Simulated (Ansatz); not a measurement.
Gas-phase electronic energies from Ansatz, PBE0-D4/def2-TZVP geometries. CCSD(T)/CBS is the MP2 limit (def2-TZVPP, def2-QZVPP) plus CCSD(T) − MP2 in def2-TZVPP, frozen cores. DFT in def2-TZVPP. HSE06 is defined as in plane-wave codes. For Ge outer-core shells are correlated without core-valence functions, which leaves a few kJ/mol of doubt a bond. Scalar relativity is left out up to krypton. Each species was taken in one conformer, which may not be the lowest.

Reaction (cleavage of the Si–Ge bond): `Cl[SiH2][GeH3]` + `O[SiH](O)S` → `O[SiH](O)S[SiH2]Cl` + GeH₄

```json
{"level": "PBE-D4", "ΔE (kcal/mol)": "-12.5"}
{"level": "r2SCANh-D4", "ΔE (kcal/mol)": "-14.0"}
{"level": "HSE06-D4", "ΔE (kcal/mol)": "-13.1"}
{"level": "r2SCANh", "ΔE (kcal/mol)": "-13.6"}
```

(1) What does CCSD(T)/CBS give? (Estimate.)

Largest T1 diagnostic among the species: 0.012.

Results:

(1) Computed: -13.6 kcal/mol. The listed levels differ from it by 1.1, -0.4, 0.5, 0.0 kcal/mol.

Leaving LDA and LC-ωPBE aside and taking each functional with its dispersion term where it has one, the values, not all of them listed here, spread over 2.3 kcal/mol, from B97M-V to PBE-D4. LDA lies −1.3 kcal/mol from PBE without D4. The D4 term adds −2.0 kcal/mol with B3LYP and −1.1 kcal/mol with PBE0; it sums over pairs of atoms, weighted by their polarisabilities, and B3LYP, whose exchange is more repulsive, gets the larger term. From BLYP to BHLYP (50 % exact exchange), in def2-TZVPP and without D4, ΔE moves by −2.0 kcal/mol.

B3LYP here is the variant with VWN-RPA as its local correlation; programs differ in this.
